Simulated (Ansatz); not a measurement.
The first iterations of a band of BrH + Cl3FGe (7 atoms, charge 0, multiplicity 1).

Method: Ansatz 0.2.0, RKS B3LYP/def2-SVP.

* movable images: 7
* climbing image: yes
* spring: 0.1 eV/Å²
* optimiser: quadratic models (default)
* start path: through a guess of the saddle point
* force threshold: 0.05 eV/Å
* iteration limit: 60
* end points: relaxed

Image 0:

```xyz
7
Properties=species:S:1:pos:R:3
Ge 0.339 0.002 -0.466
F -0.326 0.000 1.142
Cl 2.460 -0.003 -0.256
Cl -0.365 1.765 -1.435
Cl -0.360 -1.764 -1.434
Br -3.395 0.000 2.849
H -2.098 0.000 2.240
```

Image 8:

```xyz
7
Properties=species:S:1:pos:R:3
Ge -0.495 -0.005 -0.745
F -0.229 0.019 3.464
Cl 1.317 -0.007 0.396
Cl -0.587 1.752 -1.973
Cl -0.585 -1.755 -1.983
Br -2.310 -0.011 0.701
H -0.857 0.008 2.781
```

| iteration | highest image above the first end (eV) | largest band force component (eV/Å) |
| --- | --- | --- |
| 1 | 3.056 | 4.332 |
| 2 | 1.661 | 1.491 |
| 3 | 1.273 | 0.994 |
| 4 | 1.200 | 0.618 |

Problem. Does the band converge within its limit, and where does its top end?

Solution. The run converged. It ended after 12 iterations with the highest image 1.213 eV above the first end. Another band between the same ends (7 images) ends at a top of the same energy, where a vibrational analysis finds 1 clearly imaginary mode. The orbitals stay closed-shell, which can raise the energy where a bond breaks towards radicals; this wasn't checked here.

Run time: 3 min on 4 threads of Intel(R) Xeon(R) 6975P-C (Granite Rapids), with other jobs on the host, peak memory 0.46 GiB.
